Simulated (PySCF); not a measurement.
# B²⁺ (boron, charge +2) across methods

[He] 3d1, 2D determinant (an excited configuration). Computed with PySCF 2.14 in dyall-av2z, with no relativity, point nucleus.

```csv
method,E (hartree),mean ε 1s α (eV),mean ε 1s β (eV),mean ε 3d α (eV),Σ⟨r²⟩ (bohr²),⟨S²⟩
PBE0,-22.5163,-229.63,-229.62,-12.411,14.64,0.750
TPSSh,-22.5607,-227.14,-227.13,-12.104,14.59,0.750
UHF,-22.48019,-250.84,-250.84,-13.448,15.05,0.750
r2SCAN,-22.5484,-225.40,-225.42,-11.831,14.78,0.750
LDA,-22.2559,-220.28,-220.27,-11.594,14.88,0.750
PBEsol,-22.3925,-221.14,-221.13,-11.805,14.67,0.750
LC-wPBE,-22.5001,-228.37,-228.36,-13.996,14.45,0.750
PBE,-22.5118,-222.27,-222.26,-11.985,14.46,0.750
BHandHLYP,-22.5432,-237.31,-237.32,-12.738,14.60,0.750
```

The outer electron is Rydberg-like, and this basis confines it to a smaller radius and binds it less than a complete one would.
